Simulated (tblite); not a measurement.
C₇H₅F₃O.
SMILES with atom numbers: `[CH3:1][C:2]#[C:3]/[CH:4]=[CH:5]/[C:6](=[O:7])[C:8]([F:9])([F:10])[F:11]` (hydrogens: H12, H13, H14 on C1; H15 on C4; H16 on C5)

Computed with GFN2-xTB (tblite), gas phase: L-BFGS steps from a force-field or distance-geometry start until the largest atomic force falls under 0.01 eV/Å.

Step 11: E = -971.5986 eV
```
atom  x, y, z in Å  |  force x, y, z in eV/Å
C1     -3.9591    0.1562    0.4529    0.055  -0.007  -0.018
C2     -2.6097   -0.0535   -0.0009    0.022   0.001  -0.003
C3     -1.4748   -0.2281   -0.3781    0.036   0.013   0.015
C4     -0.1596   -0.4237   -0.8011   -0.050  -0.009   0.019
C5      0.9237   -0.0324   -0.0933    0.006  -0.002  -0.029
C6      2.2539   -0.2757   -0.6059   -0.036   0.010   0.021
O7      2.5503   -0.8179   -1.6427   -0.021  -0.022  -0.040
C8      3.3830    0.2454    0.3327   -0.008  -0.008  -0.017
F9      3.3217   -0.3337    1.5461   -0.011   0.024  -0.030
F10     3.2795    1.5719    0.5376   -0.004  -0.046   0.001
F11     4.5959    0.0099   -0.1619   -0.013   0.031   0.051
H12    -3.9733    0.2671    1.5373   -0.022  -0.007  -0.025
H13    -4.5878   -0.6854    0.1620    0.006   0.021   0.012
H14    -4.3564    1.0652   -0.0006    0.004  -0.021   0.007
H15    -0.0156   -0.9242   -1.7535    0.011   0.026   0.039
H16     0.8209    0.4678    0.8580    0.026  -0.002  -0.002
```

Step 12: E = -971.5992 eV
```
atom  x, y, z in Å  |  force x, y, z in eV/Å
C1     -3.9573    0.1559    0.4521    0.035  -0.005  -0.011
C2     -2.6080   -0.0535   -0.0014    0.002   0.002   0.008
C3     -1.4722   -0.2272   -0.3758    0.009   0.012   0.009
C4     -0.1586   -0.4230   -0.8006   -0.041  -0.012   0.024
C5      0.9246   -0.0322   -0.0930   -0.007   0.005  -0.018
C6      2.2530   -0.2757   -0.6060   -0.018  -0.005  -0.010
O7      2.5483   -0.8182   -1.6431   -0.013  -0.026  -0.048
C8      3.3807    0.2450    0.3315    0.006  -0.001   0.002
F9      3.3188   -0.3325    1.5451   -0.011  -0.004  -0.008
F10     3.2767    1.5706    0.5383   -0.004  -0.014  -0.012
F11     4.5935    0.0097   -0.1618    0.009   0.029   0.042
H12    -3.9738    0.2665    1.5364   -0.011  -0.004  -0.019
H13    -4.5872   -0.6851    0.1622    0.011   0.013   0.002
H14    -4.3554    1.0646   -0.0011    0.008  -0.016   0.003
H15    -0.0159   -0.9239   -1.7528    0.016   0.026   0.035
H16     0.8252    0.4681    0.8583    0.008   0.000   0.003
```

**Question.** Estimate the geometry and energy of step 13. (The exact step hangs on the optimiser's Hessian estimate; all steps are aligned on step 12, rigid shifts and turns removed.)

**Answer.** E = -971.5995 eV, largest force 0.046 eV/Å
```
atom  x, y, z in Å  |  force x, y, z in eV/Å
C1     -3.9557    0.1557    0.4515    0.006  -0.002  -0.002
C2     -2.6070   -0.0535   -0.0014   -0.008   0.003   0.013
C3     -1.4709   -0.2265   -0.3744   -0.008   0.010   0.007
C4     -0.1588   -0.4229   -0.7998   -0.013  -0.007   0.022
C5      0.9249   -0.0320   -0.0932   -0.007   0.009  -0.004
C6      2.2522   -0.2760   -0.6065   -0.001  -0.015  -0.033
O7      2.5471   -0.8187   -1.6438   -0.014  -0.021  -0.039
C8      3.3794    0.2446    0.3308    0.008   0.001   0.009
F9      3.3171   -0.3319    1.5445   -0.014  -0.021   0.007
F10     3.2753    1.5696    0.5385   -0.009   0.010  -0.017
F11     4.5925    0.0102   -0.1610    0.025   0.022   0.029
H12    -3.9741    0.2661    1.5356   -0.003  -0.001  -0.008
H13    -4.5866   -0.6846    0.1624    0.012   0.002  -0.006
H14    -4.3547    1.0639   -0.0012    0.009  -0.008  -0.003
H15    -0.0157   -0.9232   -1.7517    0.014   0.017   0.020
H16     0.8276    0.4681    0.8584    0.000   0.001   0.005
```

The energy changes by -0.0003 eV. The first-order estimate −F·Δx gives -0.0004 eV and the mean of the old and new forces, exact on a quadratic surface, -0.0003 eV. The step makes an angle of 54° with the force vector and moves no atom by more than 0.002 Å.

What follows is the cost of the whole relaxation. The run took 0.21 s of wall time on Arm Neoverse V1, one thread, no GPU, shared host.
